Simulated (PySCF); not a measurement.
Bonds broken one at a time in the series Si Br-NH2. All species are isolated molecules in the gas phase. One relaxed conformer stands for each flexible species; it need not be the lowest. Strings in code marks are SMILES.

The four lowest singlet excitations (Tamm–Dancoff). Level of theory: M06-2X/def2-TZVP // B3LYP-D3(BJ)/def2-TZVP (PySCF). Excitations are Tamm–Dancoff values on a coarser integration grid. The basis has no diffuse functions, so Rydberg states are missing or too high.

```
state  energy (eV)  wavelength (nm)  oscillator strength
-----  -----------  ---------------  -------------------
S1            6.63              187                0.000
S2            7.10              175                0.089
S3            7.10              175                0.089
S4            7.12              174                0.043
```

Q: Name which member gives these states.
A) `N[Si](N)(Br)Br`
B) `N[Si](N)(N)Br`
C) `N[Si](N)(N)N`
D) `Br[Si](Br)(Br)Br`

A: C, `N[Si](N)(N)N`
